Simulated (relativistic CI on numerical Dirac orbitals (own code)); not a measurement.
Calculated at this level of theory: Dirac-Coulomb-Breit CI, orbitals from a KLI potential per configuration, model QED (radiative potential, 1s self-energy scaled to tabulated hydrogen-like ionisation energies), unscaled Slater integrals (own radial code, finite nucleus).

The strongest absorption lines from the ground level of an ion, among the configurations computed and to levels below about 190 eV (vacuum wavelength in nm, gf): 6.6027 (0.4), 13.096 (1.4), 13.470 (0.85), 13.752 (1.4), 13.788 (2.2), 13.899 (3.7), 14.445 (0.49), 22.734 (0.34).

Problem. Which ion is it?
A. Te19+
B. Cd15+
C. Sn17+
D. Sn15+

Solution. C. Sn17+ has 33 electrons and the ground level 4s2 4p3 4S°_3/2; the strongest line goes to 4s2 4p2 4d 4P_5/2. The pattern of lines fixes the number of electrons, and along that sequence the line energies rise steadily with the charge (about as its square where n changes within one kind of shell, about linearly where n is kept but much faster in heavy ions where fine structure, which grows about as Z⁴, sets the gap, and irregularly where shells cross), which fixes Z. Configurations outside the model, such as inner-shell arrays, can give stronger lines. At this charge energies of transitions that change n are usually good to better than 1 %, and those within a shell (Δn = 0) to a few per cent.

LS names give the leading component of a level, which can be under half, so a name can repeat, a term be missing and a line seem to break the LS rules.
